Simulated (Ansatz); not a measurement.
Born–Oppenheimer molecular dynamics of GaH5O (7 atoms, charge 0, multiplicity 1). It starts at the highest image of a converged band, a first-order saddle point between two minima.

These are results of Ansatz 0.2.0, RKS r2SCAN-D4/def2-SVP, not measurements.

- ensemble: NVE (velocity Verlet)
- time step: 0.5 fs
- steps asked: 200
- starting velocities drawn for: 300 K
- seed: 9585

First frame:

```xyz
7
Properties=species:S:1:pos:R:3
Ga 0.003 0.191 -0.026
O 0.034 -0.062 1.920
H -0.835 -0.278 2.291
H 1.408 -0.063 -0.625
H -1.421 0.002 -0.625
H 0.040 1.858 0.748
H 0.011 1.215 1.493
```

(1) How far do the bonds stretch over the last three quarters of this one trajectory? (Pairs bonded in most of those frames.)

Results:

(1) 
```csv
bond,mean (Å),spread (Å),shortest,longest
Ga1–O2,1.782,0.051,1.71,1.87
Ga1–H4,1.556,0.032,1.51,1.61
Ga1–H5,1.567,0.053,1.49,1.65
O2–H3,0.967,0.013,0.95,0.99
H6–H7,0.761,0.030,0.72,0.80
```

Mean temperature of the second half: 1117 K. The conserved energy stayed within 0.22 meV per atom of its start (net change 0.11 meV per atom), so the integration is sound. The kinetic energy rose, since the run started high on the potential surface and went downhill. It ends in pieces (GaH3O + H2), so much of that is their flight and rotation, not heat. A run of 0.1 ps of so small a system gives no equilibrium averages. The orbitals stay closed-shell, which can raise the energy where a bond breaks towards radicals; this wasn't checked here.

Run time: 8.9 min on 1 thread of Arm Neoverse V1, on a shared host, peak memory 0.13 GiB.
